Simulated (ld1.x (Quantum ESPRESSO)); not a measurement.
An all-electron radial function and its pseudo partner (cobalt (Co))

Columns: radius, all-electron u(r) and pseudo u(r) of the 4s shell (level -21.11 eV) of cobalt in the configuration [Ar] 3d7 4s0 4p0; LDA (PZ), scalar-relativistic, ultrasoft scheme, ld1.x (Quantum ESPRESSO) 7.5.

```
r (bohr)  all-electron   pseudo
   0.120       -0.1525  -0.0733
   0.240       -0.1404  -0.1458
   0.360        0.1223  -0.2168
   0.480        0.3061  -0.2855
   0.600        0.3453  -0.3511
   0.720        0.2752  -0.4131
   0.840        0.1450  -0.4709
   0.960       -0.0082  -0.5239
   1.080       -0.1614  -0.5717
   1.200       -0.3017  -0.6140
   1.320       -0.4228  -0.6504
   1.440       -0.5223  -0.6807
   1.560       -0.6003  -0.7048
   1.680       -0.6581  -0.7226
   1.800       -0.6975  -0.7340
   1.920       -0.7209  -0.7392
   2.040       -0.7305  -0.7381
   2.160       -0.7287  -0.7309
   2.280       -0.7174  -0.7177
   2.400       -0.6986  -0.6986
   2.520       -0.6740  -0.6740
   2.640       -0.6451  -0.6451
   2.760       -0.6131  -0.6131
   2.880       -0.5791  -0.5791
   3.000       -0.5440  -0.5440
   3.120       -0.5085  -0.5085
```

Problem. How many radial nodes do the two functions have?

Solution. The all-electron 4s function has n − l − 1 = 3 (the table is too coarse to show those close to the nucleus); the pseudo-wave has 0, since the states of the same l below it are removed with the core.

Problem. At about which radius was the pseudo-wave matched?

Solution. 2.40 bohr, where the columns begin to agree (steps of 0.12 bohr).

Problem. Is the pseudo-wave norm-conserving?

Solution. No, it belongs to an ultrasoft set: the norm inside the radius is not constrained, and the difference is carried by the augmentation charge.
